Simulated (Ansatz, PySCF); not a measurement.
The pair A = CH4O (SMILES CO) (first 6 atoms), B = C2H6O (SMILES COC); geometry from B3LYP-D3(BJ)/def2-TZVP.
(charge 0, multiplicity 1):
| atom | x (Å) | y (Å) | z (Å) |
|---|---|---|---|
| C | 0.1363 | -0.0718 | -0.2436 |
| O | 0.3762 | 0.9196 | 0.7360 |
| H | 0.7891 | -0.9452 | -0.1216 |
| H | 0.3425 | 0.3716 | -1.2182 |
| H | -0.9047 | -0.4182 | -0.2399 |
| H | 0.2018 | 0.5354 | 1.6109 |
| C | -1.0800 | 0.5262 | 4.0275 |
| O | -0.0504 | -0.1458 | 3.3240 |
| C | 1.1786 | -0.1643 | 4.0286 |
| H | -0.8081 | 1.5695 | 4.2246 |
| H | -1.2912 | 0.0274 | 4.9801 |
| H | -1.9699 | 0.4998 | 3.4018 |
| H | 1.5355 | 0.8527 | 4.2269 |
| H | 1.9025 | -0.6818 | 3.4023 |
| H | 1.0743 | -0.6974 | 4.9803 |

Correlated levels freeze the cores.

Codes used: Ansatz (Gaussian orbitals); PySCF for the dispersion terms. Values without a source in brackets are computed.

The monomers are drawn apart, rigid, along the line of their centres of mass. Counterpoise-corrected interaction energies (kcal/mol):

```
level                   R = 4.298 Å  R = 5.042 Å
----------------------  -----------  -----------
PBE/def2-TZVPPD             -3.0596      -1.3977
PBE-D3(BJ)/def2-TZVPPD      -3.6623      -1.6727
wB97M-V/def2-TZVPPD         -3.4880      -1.6159
CCSD(T)/aug-cc-pVDZ         -3.4542      -1.6039
```

Problem. R is the distance of the centres of mass. Find the local exponent m of E ∝ R⁻ᵐ between the two points.

Solution. 
m = ln(E₁/E₂)/ln(R₂/R₁): PBE/def2-TZVPPD 4.9; PBE-D3(BJ)/def2-TZVPPD 4.9; wB97M-V/def2-TZVPPD 4.8; CCSD(T)/aug-cc-pVDZ 4.8. For scale, two fixed dipoles give m = 3, dipole and quadrupole 4, quadrupoles 5, and dispersion or dipole-induced dipole 6 at long range; at these distances several terms mix, and what is left of overlap and damping shifts m, so it need not match one of them.

Ansatz is an electronic-structure program.
